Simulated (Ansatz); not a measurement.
Geometry optimisation, RKS B3LYP-D4/def2-SVP (Ansatz 0.2.0).

input.yaml

```yaml
crystal:
  periodic: [false, false, false]
  atoms:
    - { symbol: C, position_ang: [-1.9821, 0.4086, 0.3091] }
    - { symbol: S, position_ang: [-1.2437, -0.0541, -1.2457] }
    - { symbol: Si, position_ang: [0.8178, -0.1178, -0.7872] }
    - { symbol: C, position_ang: [1.85293, 0.96948, -1.88784] }
    - { symbol: S, position_ang: [1.51261, -2.13124, -1.00129] }
    - { symbol: H, position_ang: [-3.112, 0.5224, 0.1416] }
    - { symbol: H, position_ang: [-1.6553, 1.443, 0.6164] }
    - { symbol: H, position_ang: [-1.7956, -0.2547, 1.0849] }
    - { symbol: H, position_ang: [1.05898, 0.25923, 0.59343] }
    - { symbol: H, position_ang: [1.44966, 2.01739, -1.87105] }
    - { symbol: H, position_ang: [1.68692, 0.67484, -2.99077] }
    - { symbol: H, position_ang: [2.88059, 0.97636, -1.69112] }
    - { symbol: H, position_ang: [0.59339, -2.69809, -0.1601] }
basis:
  gaussian: { orbitals: def2-SVP }
hamiltonian:
  xc: b3lyp
  dispersion: d4
relax:
  f_tol: 0.015
  max_steps: 40
```

Run as:

```bash
$ ansatz run input.yaml --threads 2 --pin off --max-ram 3072MiB --backend cpu --events-out ev --progress --plain --runs-dir out
```

**Question.** Where does it end, and by what steps?

**Answer.** The forces met the threshold. After 6 steps the energy has fallen by 0.387 eV; H9 moved furthest, 0.18 Å.

```csv
step,energy less start (eV),largest force component (eV/Å),accepted
0,0.0000,3.301,yes
1,-0.3210,0.926,yes
2,-0.3676,0.362,yes
3,-0.3719,0.309,yes
4,-0.3847,0.207,yes
5,-0.3863,0.113,yes
6,-0.3871,0.010,yes
```

```xyz
13
Properties=species:S:1:pos:R:3
C -2.021 0.461 0.333
S -1.285 -0.032 -1.280
Si 0.816 -0.113 -0.779
C 1.829 0.954 -1.941
S 1.626 -2.108 -0.999
H -3.104 0.539 0.163
H -1.643 1.436 0.669
H -1.838 -0.296 1.109
H 0.913 0.361 0.634
H 1.517 2.007 -1.855
H 1.679 0.634 -2.984
H 2.904 0.883 -1.708
H 0.671 -2.710 -0.252
```

Run time: 13 s on 2 threads of AMD EPYC 9R45 96-Core Processor (Zen 5), with other jobs on the host, peak memory 0.32 GiB.
